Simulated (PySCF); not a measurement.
Isomers of C7H8FN, one conformer each; single-point electronic energies without zero-point terms and without any empirical dispersion term.

Level: B3LYP/def2-SVPD in PySCF, non-relativistic, each on one gas-phase PBE0-D3(BJ)/def2-SVP geometry that isn't relaxed in the solvent. The solvent is an IEF-PCM continuum (van der Waals radii × 1.2). The model holds no explicit solvent molecules, cavitation or dispersion.

```
                    isomer  relative energy, gas (kcal/mol)  dipole (D)
   `C(C(=C\C)/C=C(\F)C)#N`                              0.0        5.29
`C#C[C@@H]1C[C@H](F)CC=N1`                             28.9        0.94
```

How do the relative energies look in tetrahydrofuran (ε = 7.426)?

```tsv
isomer	relative energy, solvent (kcal/mol)	E(solvent) − E(gas) (kcal/mol)	dipole in solvent (D)
`C(C(=C\C)/C=C(\F)C)#N`	0.0	-6.6	6.90
`C#C[C@@H]1C[C@H](F)CC=N1`	28.6	-6.9	1.47
```

The order is unchanged. Conformers: `[CH3:1]/[CH:2]=[C:3]([C:4]#[N:5])/[CH:6]=[C:7](/[CH3:8])[F:9]` with C2–C3–C6–C7 180°; `[CH:1]#[C:2][C@@H:3]1[CH2:4][C@H:5]([F:6])[CH2:7][CH:8]=[N:9]1` with C2–C3–C4–C5 -172°, C3–C4–C5–F6 180°, C4–C5–C7–C8 -43°, C5–C7–C8–N9 14°. `C#C[C@@H]1C[C@H](F)CC=N1` gains most from the continuum, while `C(C(=C\C)/C=C(\F)C)#N` has the largest gas-phase dipole. The gains span 0.3 kcal/mol, the gas-phase energies 28.9 kcal/mol.
